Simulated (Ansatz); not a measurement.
Coupled-cluster diagnostics for GaSi4, Ansatz.

Geometry of the doublet (B3LYP-D4/def2-SVP):

```xyz
5

Ga    0.0041    0.0016    0.0048
Si   -0.7032    2.1568    0.9216
Si    1.7318   -1.7245    0.1603
Si   -2.2426    0.5815    0.7771
Si    1.2100   -1.0154   -1.8638
```

Correlated methods freeze 29 core orbitals; core or outer-core shells of Ga are correlated, in sets that lack core-valence functions. In CCSD on the charge 0 doublet the largest single amplitude is 0.29, so its Hartree–Fock determinant may place the open shell otherwise than the density functionals do. Another isomer (doublet) lies 2.06 eV lower at PBE0-D4/def2-TZVP; other spin states weren't run for this one.

Question: Estimate the CCSD(T) correlation energy, the shares of MP2 and (T), T1 and the reference's ⟨S²⟩ for: charge 0, doublet, own geometry in def2-TZVP; and the rough time on 4 threads of Arm Neoverse V2 on a shared host.

Answer: 
| state | basis | correlation (eV) | MP2 share (%) | (T) share (%) | T1 | ⟨S²⟩ (pure) | wall time | remarks |
| --- | --- | --- | --- | --- | --- | --- | --- | --- |
| charge 0, doublet, own geometry | def2-TZVP | -19.118 | 87.2 | 7.7 | 0.065 | 1.62 (0.75) | 10 min | large T1 (0.065), spin-contaminated (⟨S²⟩ 1.62) |
Customary marks for T1 are 0.02 (closed shells), 0.045 (open shells) and about 0.05 (3d metals). T1 exceeds 0.02 in 1 of 1 rows and 0.045 in 1; the higher it lies, the less the single-reference result can be trusted.
